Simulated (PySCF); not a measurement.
Computed shifts of a molecule C₄H₃ClF₂, PBE0/pcSseg-1 in PySCF, GIAO, gas phase, atoms alike by connectivity averaged where their shifts nearly agree, in ppm (number of nuclei): ¹³C: 178.6 (1), 159.3 (1), 135.7 (1), 32.7 (1). ¹⁹F: -89.6 (2). ¹H: 2.62 (3). References: ¹³C against TMS (σ = 186.3 ppm); ³⁵Cl against HCl (σ = 945.9 ppm); ¹⁹F against CFCl3 (σ = 167.2 ppm); ¹H against TMS (σ = 31.56 ppm), references at their B3LYP-D3(BJ)/def2-TZVP geometries, non-relativistic (without spin–orbit terms, shifts of atoms bonded to Cl or Br come out too high). Coordinates come from a B3LYP-D3(BJ)/def2-SVP optimisation. The values are those of a single conformer.

Question: Which molecule gave these data?
A) C=C/C(F)=C(/F)Cl
B) FC(F)=C=CCCl
C) CC(Cl)=C=C(F)F
D) C=C=C(Cl)C(F)F

Answer: C, CC(Cl)=C=C(F)F
